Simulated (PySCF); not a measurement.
Species: C2H11OPSi2.
SMILES: `CCO[Si@H]([SiH3])P`

Torsions of this conformer, `[CH3:1][CH2:2][O:3][Si@H:4]([SiH3:5])[PH2:6]`: C1–C2–O3–Si4 -169°, C2–O3–Si4–Si5 180°, H–P6–Si4–O3 -178°, H–P6–Si4–O3 87°.

The closed-shell ground state was solved at several levels (PySCF, density fitting, gas phase, non-relativistic). Geometry: PBE0-D3(BJ)/def2-SVP, one conformer, isolated molecule.

| level | basis functions | HOMO (eV) | LUMO (eV) | gap (eV) | dipole (D) |
| --- | --- | --- | --- | --- | --- |
| CAM-B3LYP/def2-SVPD | 223 | -8.39 | 0.82 | 9.21 | 0.57 |
| PBE0/pcSseg-1 | 178 | -7.22 | -0.18 | 7.04 | 0.43 |

Question: What might CAM-B3LYP/pcSseg-1 (178 basis functions) give for the same quantities?

Answer: HOMO -8.42 eV, LUMO 0.95 eV, gap 9.37 eV, dipole 0.50 D.

Question: Over all these levels, which gives the widest orbital gap and which the narrowest?

Answer: CAM-B3LYP/pcSseg-1 (range-separated hybrid) has the widest, 9.37 eV, and PBE0/pcSseg-1 (global hybrid, 25 % exact exchange) the narrowest, 7.04 eV. The two share the basis. From the narrowest to the widest the HOMO moves by -1.20 eV and the LUMO by +1.13 eV.

Question: How far do the dipole and the HOMO energy spread over the levels?

Answer: The dipole runs from 0.43 to 0.57 D (mean 0.50 D) and the HOMO from -8.42 to -7.22 eV.
